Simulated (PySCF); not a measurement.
toluene (C7H8), SMILES c1cccc(c1)C.

Coordinates come from a r2SCAN-D4/def2-SVP optimisation.

Calculation: CAM-B3LYP/def2-TZVP in PySCF.

| Property | Value |
|---|---|
| total energy | -271.49872 hartree |
| highest occupied level | -8.11 eV |
| lowest empty level | 0.87 eV |
| orbital gap | 8.98 eV |
| dipole moment | 0.38 D |
| quadrupole, principal values (traceless, Buckingham form, about the centre of nuclear charge) | -7.68, 3.60, 4.08 D·Å |
